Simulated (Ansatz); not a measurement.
`CS[Si]S` and `CS[Si]N` differ in one atom or group.

Ansatz, PBE0-D4/def2-TZVP geometries, multiplicity 1. Each molecule was computed in one conformer, which needn't be the lowest.

```tsv
property	`CS[Si]S`
LUMO energy (ωB97M-V/def2-TZVPP) / eV	-0.07
HOMO–LUMO gap (ωB97M-V/def2-TZVPP) / eV	8.86
LUMO energy (B3LYP/def2-TZVPP) / eV	-2.14
LUMO energy (PBE/def2-TZVPP) / eV	-2.72
HOMO energy (PBE/def2-TZVPP) / eV	-5.88
size of the dipole moment (ωB97M-V/def2-TZVPP) / D	2.00
```

(1) What does the change do to each property? (Best estimate.)

Answers

(1) Ansatz gave: 
| property | `CS[Si]N` | shift |
| --- | --- | --- |
| LUMO energy (ωB97M-V/def2-TZVPP) / eV | 0.82 | 0.89 |
| HOMO–LUMO gap (ωB97M-V/def2-TZVPP) / eV | 9.33 | 0.47 |
| LUMO energy (B3LYP/def2-TZVPP) / eV | -1.27 | 0.87 |
| LUMO energy (PBE/def2-TZVPP) / eV | -1.87 | 0.85 |
| HOMO energy (PBE/def2-TZVPP) / eV | -5.42 | 0.46 |
| size of the dipole moment (ωB97M-V/def2-TZVPP) / D | 0.74 | -1.26 |

With PBE0 the HOMO rises by 0.45 eV and the LUMO rises by 0.89 eV, so the gap widens by about 0.44 eV. PBE moves the HOMO by 0.46 eV and ωB97M-V by 0.43 eV. Dipoles are sizes alone; their direction can turn.

B3LYP here is the variant with VWN-RPA as its local correlation; programs differ in this.
